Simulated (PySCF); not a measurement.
# Pm(NH2)3 at several levels of theory

Computed with PySCF 2.14.0 (density fitting, no spin-orbit coupling) at the geometry relaxed with PBE0:

```xyz
10
Pm(NH2)3 (singlet in the valence; each metal's 4f electrons, 4 of them, lie in its core potential, out of spins and levels; a saddle point, relaxed within its symmetry)
Pm    0.0000    0.0000    0.0000
N     2.2679    0.0000    0.0000
H     2.8973    0.0000    0.8045
H     2.8973    0.0000   -0.8045
N    -1.1340    1.9641    0.0000
H    -1.4486    2.5091    0.8045
H    -1.4486    2.5091   -0.8045
N    -1.1339   -1.9641    0.0000
H    -1.4486   -2.5091    0.8045
H    -1.4486   -2.5091   -0.8045
```

```csv
level,basis,state,HOMO (eV),gap (eV),charge on Pm1 (e),population of f-type functions on Pm1 (polarisation alone where 4f lies in the core),dipole about the centre of mass (D),largest force component (eV/Å)
PBE0,"Pm lcecp-1-SVP with ECP50, N def2-SVP, H def2-SVP",singlet,-5.41,3.75,1.07,0.08,0.00,0.00
```

In the lcecp rows the 4f levels are missing from HOMO and gap, and the state counts the valence alone.

Charges are Mulliken's, which hang on the basis. The relaxation used the grid (50, 194), these runs (75, 302) or, all-electron (x2c bases, spin-free X2C Hamiltonian), (99, 590).

A further run in the first row's basis gives HOMO (eV) -5.13, gap (eV) 3.14, charge on Pm1 (e) 1.00, population of f-type functions on Pm1 (polarisation alone where 4f lies in the core) 0.07, dipole about the centre of mass (D) 0.00, largest force component (eV/Å) 0.08. Which level was it?
A. B3LYP
B. HF

A. The others give HOMO -8.84 eV (HF).

In the first row's basis the gap widens with exact exchange: 3.1 to 3.7 eV for B3LYP, PBE0 (a fixed share); 9.3 eV for Hartree–Fock (rising or full at long range).

An lcecp potential fixes the number of 4f electrons, so in runs with it no electron can move into or out of that shell.
